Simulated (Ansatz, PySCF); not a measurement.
C₇H₈, charge -1, doublet (typed; the unrestricted solution is spin-contaminated), at a GFN2-xTB geometry (a state made from the parent by changing its charge; the spin is typed, not shown lowest) (in this run its highest filled SCF level lies above zero, so its values depend strongly on the basis, on diffuse functions most of all). Base run: MP2/STO-3G in PySCF.

Input for PySCF:
```python
from pyscf import gto, scf, mp

mol = gto.M(
    atom='''
C    -2.416150   -0.094238   -0.000848
C    -0.904629   -0.032080    0.012488
C    -0.180971   -1.200773    0.176516
C     1.273239   -1.147626    0.163758
C     1.893633    0.071219   -0.010766
C     1.180912    1.241993   -0.173673
C    -0.273254    1.185434   -0.160526
H    -2.851402    0.855061    0.317618
H    -2.783135   -0.881669    0.660882
H    -2.787148   -0.308966   -1.008517
H    -0.680882   -2.155182    0.314366
H     1.844196   -2.062908    0.291198
H     2.986479    0.112129   -0.020013
H     1.679740    2.197100   -0.310301
H    -0.844518    2.100859   -0.286926
''',
    basis='sto-3g',
    charge=-1,
    spin=1,
    verbose=4,
)

mf = scf.UHF(mol)
mf.kernel()

pt = mp.MP2(mf)
pt.kernel()
print('E(MP2) = %.10f' % pt.e_tot)
```

The same geometry, method and basis name were run in Ansatz (an electronic-structure program) and PySCF, at each program's defaults and at the settings that a row names. The base is PySCF at its defaults. Differences at the defaults can come from grids, fitting, cores and function types together.

```tsv
code and settings	ΔE vs base (mEh)	basis functions	E (Eh)	SCF cycles
PySCF, defaults (exact integrals, spherical functions, all electrons correlated)	0.000	43	-266.62271	15
Ansatz, defaults (factorised integrals, spherical functions, frozen core)	3.276	43	-266.61944	-
PySCF, frozen core	3.234	43	-266.61948	15
Ansatz, high accuracy, frozen core	3.234	43	-266.61948	-
```

Open shells are given as the SCF converged; they aren't shown to be the lowest states, and a large step between rows can be another state.
